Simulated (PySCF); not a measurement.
Exercise with solution: oscillator strength and radiative lifetime

Ge(H)(F)2(OH) (F2GeH2O), SMILES [OH][GeH]([F])[F].

The structure is a stationary point at B3LYP-D3(BJ)/def2-SVP. The values are those of a single conformer.

TDA-B3LYP/def2-SVPD (PySCF) puts the first singlet state with f over 0.02 at 7.68 eV (vertical), with the transition dipole (0.000, 0.000, -0.416) in atomic units.

### Question
Find the oscillator strength, the wavelength and the radiative lifetime that this transition would have in vacuum if emission retraced absorption.

### Answer

|μ|² = 0.1731 au, so |μ| = 1.06 D. ΔE = 7.68/27.211 = 0.2822 hartree. f = (2/3) ΔE |μ|² = 0.033 (the program prints 0.033).
λ = 1239.84/7.68 = 161 nm; ν = 61943 cm⁻¹.
Einstein's coefficient A = 0.6670 ν² f s⁻¹ (ν in cm⁻¹) = 8.3e7 s⁻¹, so τ = 1/A = 12 ns. This state is S1. The figure is the radiative limit of this one transition; relaxation, internal conversion, crossing to triplets and a medium change what is measured.
